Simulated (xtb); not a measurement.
A run for xtb: GFN2-xTB on GeH7NSi (SMILES N[SiH2][GeH3]), a point of a torsion scan.

```
$ xtb mol.xyz --gfn 2 --opt vtight --chrg 0 --uhf 0 --input xcontrol
10

N      1.67194645     0.76691892     0.35773364
Si     0.54801928    -0.59800104     0.15627079
Ge    -1.63299032     0.03826581     0.51459769
H      2.64581414     0.45709618     0.50514896
H      1.56290261     1.50682955    -0.34397539
H      0.62628248    -1.07758743    -1.24127914
H      0.93652059    -1.68787779     1.03057493
H     -2.42816088    -0.24133305    -0.79837436
H     -1.63886474     1.57253308     0.77630605
H     -2.26158259    -0.66922797     1.73360862
$constrain
  force constant=1.0
  dihedral: 1,2,3,8,120.0
$end
```

It printed:

```
[...]
           -------------------------------------------------
          |                Calculation Setup                |
           -------------------------------------------------



           -------------------------------------------------
          |                 G F N 2 - x T B                 |
           -------------------------------------------------

        Reference                      10.1021/acs.jctc.8b01176
      * Hamiltonian:
        H0-scaling (s, p, d)           1.850000    2.230000    2.230000
        zeta-weighting                 0.500000
      * Dispersion:
        s8                             2.700000
        a1                             0.520000
        a2                             5.000000
        s9                             5.000000
      * Repulsion:
        kExp                           1.500000    1.000000
        rExp                           1.000000
      * Coulomb:
        alpha                          2.000000
        third order                    shell-resolved
        anisotropic                    true
        a3                             3.000000
        a5                             4.000000
        cn-shift                       1.200000
        cn-exp                         4.000000
        max-rad                        5.000000


          ...................................................
          :                      SETUP                      :
          :.................................................:
          :  # basis functions                  31          :
          :  # atomic orbitals                  29          :
          :  # shells                           15          :
          :  # electrons                        20          :
          :  max. iterations                   250          :
          :  Hamiltonian                  GFN2-xTB          :
          :  restarted?                      false          :
          :  GBSA solvation                  false          :
          :  PC potential                    false          :
          :  electronic temp.          300.0000000     K    :
          :  accuracy                    1.0000000          :
          :  -> integral cutoff          0.2500000E+02      :
          :  -> integral neglect         0.1000000E-07      :
          :  -> SCF convergence          0.1000000E-05 Eh   :
          :  -> wf. convergence          0.1000000E-03 e    :
          :  Broyden damping             0.4000000          :
          :  net charge                          0          :
          :  unpaired electrons                  0          :
          ...................................................

 iter      E             dE          RMSdq      gap      omega  full diag
   1    -10.1176015 -0.101176E+02  0.682E+00    4.01       0.0  T
   2    -10.1787545 -0.611530E-01  0.581E+00    4.62       1.0  T
   3    -10.2225672 -0.438126E-01  0.283E+00    4.93       1.0  T
   4    -10.2169530  0.561419E-02  0.221E+00    4.77       1.0  T
   5    -10.2236427 -0.668976E-02  0.688E-01    4.89       1.0  T
   6    -10.2242904 -0.647656E-03  0.274E-01    4.87       1.0  T
   7    -10.2243266 -0.361650E-04  0.129E-01    4.86       1.0  T
   8    -10.2243392 -0.126426E-04  0.461E-02    4.86       1.0  T
   9    -10.2243417 -0.244725E-05  0.104E-02    4.85       3.0  T
  10    -10.2243419 -0.232748E-06  0.478E-03    4.86       6.6  T
  11    -10.2243419 -0.561937E-07  0.937E-04    4.85      33.7  T
  12    -10.2243419 -0.240536E-10  0.520E-04    4.85      60.8  T

   *** convergence criteria satisfied after 12 iterations ***

         #    Occupation            Energy/Eh            Energy/eV
      -------------------------------------------------------------
         1        2.0000           -0.7194473             -19.5772
       ...           ...                  ...                  ...
         4        2.0000           -0.5137385             -13.9795
         5        2.0000           -0.4573473             -12.4451
         6        2.0000           -0.4362799             -11.8718
         7        2.0000           -0.4268626             -11.6155
         8        2.0000           -0.4257478             -11.5852
         9        2.0000           -0.3929762             -10.6934
        10        2.0000           -0.3714971             -10.1090 (HOMO)
        11                         -0.1930892              -5.2542 (LUMO)
        12                         -0.1767153              -4.8087
        13                         -0.1487588              -4.0479
        14                         -0.1144058              -3.1131
        15                         -0.1039106              -2.8276
       ...                                ...                  ...
        29                          1.4754415              40.1488
      -------------------------------------------------------------
                  HL-Gap            0.1784079 Eh            4.8547 eV
             Fermi-
[...]
adient             ...        0 min,  0.002 sec ( 44.004%)
 printout                       ...        0 min,  0.000 sec (  2.505%)

         :::::::::::::::::::::::::::::::::::::::::::::::::::::
         ::                     SUMMARY                     ::
         :::::::::::::::::::::::::::::::::::::::::::::::::::::
         :: total energy             -10.156219426551 Eh    ::
         :: gradient norm              0.000118012841 Eh/a0 ::
         :: HOMO-LUMO gap              5.188944799333 eV    ::
         ::.................................................::
         :: SCC energy               -10.253504757116 Eh    ::
         :: -> isotropic ES            0.022408660290 Eh    ::
         :: -> anisotropic ES          0.003699949707 Eh    ::
         :: -> anisotropic XC          0.002929598309 Eh    ::
         :: -> dispersion             -0.005452994231 Eh    ::
         :: repulsion energy           0.097285314983 Eh    ::
         :: add. restraining           0.000000015582 Eh    ::
         :: total charge              -0.000000000000 e     ::
         :::::::::::::::::::::::::::::::::::::::::::::::::::::

           -------------------------------------------------
          |                Property Printout                |
           -------------------------------------------------

    * Orbital Energies and Occupations

         #    Occupation            Energy/Eh            Energy/eV
      -------------------------------------------------------------
         1        2.0000           -0.7233067             -19.6822
         2        2.0000           -0.5959156             -16.2157
         3        2.0000           -0.5766428             -15.6912
         4        2.0000           -0.5215114             -14.1910
         5        2.0000           -0.4674292             -12.7194
         6        2.0000           -0.4350740             -11.8390
         7        2.0000           -0.4228755             -11.5070
         8        2.0000           -0.4212658             -11.4632
         9        2.0000           -0.3966959             -10.7946
        10        2.0000           -0.3809952             -10.3674 (HOMO)
        11                         -0.1903050              -5.1785 (LUMO)
        12                         -0.1745671              -4.7502
        13                         -0.1603106              -4.3623
        14                         -0.1048144              -2.8521
        15                         -0.0792105              -2.1554
        16                         -0.0589770              -1.6048
        17                         -0.0263550              -0.7172
        18                         -0.0107560              -0.2927
        19                          0.0651073               1.7717
        20                          0.0980724               2.6687
        21                          0.1254618               3.4140
       ...                                ...                  ...
        29                          1.3666652              37.1889
      -------------------------------------------------------------
                  HL-Gap            0.1906902 Eh            5.1889 eV
             Fermi-level           -0.2856501 Eh           -7.7729 eV

     #   Z          covCN         q      C6AA      α(0)
     1   7 N        2.541    -0.403    30.501     8.202
     2  14 Si       3.592     0.455    99.332    19.149
     3  32 Ge       3.750     0.025   171.385    23.500
     4   1 H        0.861     0.146     1.427     1.871
     5   1 H        0.861     0.157     1.353     1.822
     6   1 H        0.915    -0.101     5.605     3.703
     7   1 H        0.918    -0.098     5.497     3.667
     8   1 H        0.937    -0.064     4.444     3.296
     9   1 H        0.937    -0.057     4.252     3.224
    10   1 H        0.938    -0.060     4.341     3.257

 Mol. C6AA /au·bohr⁶  :       1737.338913
 Mol. C8AA /au·bohr⁸  :      78939.999587
 Mol. α(0) /au        :         71.691469


Wiberg/Mayer (AO) data.
largest (>0.10) Wiberg bond orders for each atom

 ---------------------------------------------------------------------------
     #   Z sym  total        # sym  WBO       # sym  WBO       # sym  WBO
 ---------------------------------------------------------------------------
     1   7 N    3.210 --     2 Si   1.179     4 H    0.970     5 H    0.963
     2  14 Si   3.808 --     1 N    1.179     7 H    0.877     6 H    0.869
                             3 Ge   0.728
     3  32 Ge   3.526 --    10 H    0.891     8 H    0.890     9 H    0.887
                             2 Si   0.728
     4   1 H    0.979 --     1 N    0.970
     5   1 H    0.975 --     1 N    0.963
     6   1 H    0.990 --     2 Si   0.869
     7   1 H    0.990 --     2 Si   0.877
     8   1 H    0.996 --     3 Ge   0.890
     9   1 H    0.997 --     3 Ge   0.887
    10   1 H    0.996 --     3 Ge   0.891
 ---------------------------------------------------------------------------

Topologies differ in total number of bonds
Writing topology from bond orders to xtbtopo.mol

molecular dipole:
                 x           y           z       tot (Debye)
 q only:        0.753      -0.005      -0.235
   full:        0.917       0.101      -0.382       2.538
molecular quadrupole (traceless):
                xx          xy          yy          xz          yz          zz
 q only:       -0.911       1.232       1.455       0.192      -0.594      -0.544
  q+dip:       -1.864       2.311       2.039       0.056      -1.189      -0.175
   full:       -0.614       2.325       1.854      -0.341      -1.473      -1.240

           -------------------------------------------------
          |                Geometry Summary                 |
           -------------------------------------------------

      molecular mass/u    :      121.7753373
   center of mass at/Å    :       -0.5949473      -0.0352205       0.3571653
  moments of inertia/u·Å² :        0.3645608E+02   0.2130242E+03   0.2377320E+03
rotational constants/cm⁻¹ :        0.4624093E+00   0.7913484E-01   0.7091022E-01

 * 9 selected distances

     #   Z          #   Z                                           value/Å
     1   7 N        2  14 Si                                      1.7198846
     2  14 Si       3  32 Ge                                      2.3303947 (max)
     1   7 N        4   1 H                                       1.0067943 (min)
     1   7 N        5   1 H                                       1.0075784
     2  14 Si       6   1 H                                       1.4738554
     2  14 Si       7   1 H                                       1.4629383
     3  32 Ge       8   1 H                                       1.5034807
     3  32 Ge       9   1 H                                       1.5032200
Note: The following floating-point exceptions are signalling: IEEE_UNDERFLOW_FLAG IEEE_DENORMAL
normal termination of xtb
     3  32 Ge      10   1 H                                       1.5001893

 * 5 distinct bonds (by element types)

   Z      Z             #   av. dist./Å        max./Å        min./Å
   1 H    7 N           2     1.0071864     1.0075784     1.0067943
   1 H   14 Si          2     1.4683969     1.4738554     1.4629383
   7 N   14 Si          1     1.7198846     1.7198846     1.7198846
   1 H   32 Ge          3     1.5022967     1.5034807     1.5001893
  14 Si  32 Ge          1     2.3303947     2.3303947     2.3303947


optimized geometry written to: xtbopt.xyz


           -------------------------------------------------
          | TOTAL ENERGY              -10.156219426551 Eh   |
          | GRADIENT NORM               0.000118012841 Eh/α |
          | HOMO-LUMO GAP               5.188944799333 eV   |
           -------------------------------------------------

------------------------------------------------------------------------
------------------------------------------------------------------------
 total:
 SCF:
 ANC optimizer:
```

The run finished.

Warnings raised: the energy holds the restraint's term.

Cost: very roughly 0.21 core-seconds.
